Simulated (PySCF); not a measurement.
Spin-orbit coupling and the fourth ionisation energy along the lanthanides

Two-component X2C-1e calculated with PySCF 2.14: MP2 on generalised Hartree-Fock spinors (GMP2), with spin-orbit coupling off and on (screened by Boettger's factors); no Breit or QED terms. Values in eV; the references (NIST) lie between the lowest levels. Elements whose determinants are no pure J levels are left out.

```
                               element         configurations  spin-free  with spin-orbit   shift           reference
Ce (x2c-TZVPPall-2c, [Ar] 3d10 frozen)        [Xe] 4f1 → [Xe]     35.808           35.926   0.118  36.906 ± 0.009 (s)
Tb (x2c-TZVPPall-2c, [Ar] 3d10 frozen)    [Xe] 4f8 → [Xe] 4f7     38.753           39.016   0.264    39.33 ± 0.04 (s)
Ho (x2c-TZVPPall-2c, [Ar] 3d10 frozen)   [Xe] 4f10 → [Xe] 4f9     42.618           42.593  -0.025    42.52 ± 0.08 (s)
Er (x2c-TZVPPall-2c, [Ar] 3d10 frozen)  [Xe] 4f11 → [Xe] 4f10     43.001           42.748  -0.253    42.42 ± 0.04 (s)
Tm (x2c-TZVPPall-2c, [Ar] 3d10 frozen)  [Xe] 4f12 → [Xe] 4f11     43.313           42.930  -0.383    42.41 ± 0.04 (s)
Yb (x2c-TZVPPall-2c, [Ar] 3d10 frozen)  [Xe] 4f13 → [Xe] 4f12     44.933           44.387  -0.545    43.61 ± 0.04 (s)
Lu (x2c-TZVPPall-2c, [Ar] 3d10 frozen)  [Xe] 4f14 → [Xe] 4f13     45.225           44.458  -0.768  45.249 ± 0.025 (s)
```

Question: Estimate the missing row, Dy (x2c-TZVPPall-2c, [Ar] 3d10 frozen).

Answer: The calculation gives spin-free 40.954; with spin-orbit 41.097; shift 0.143. The reference value is 41.23 ± 0.08 (s).

The largest shift is at Lu, -0.768 eV, where spin-orbit coupling lowers the species with fewer electrons by more than the one with more (starting occupations closed and 4f5/2^6 4f7/2^7).

What remains against the references is mostly the basis and correlation beyond MP2. References marked (s) are semi-empirical, (t) theoretical.
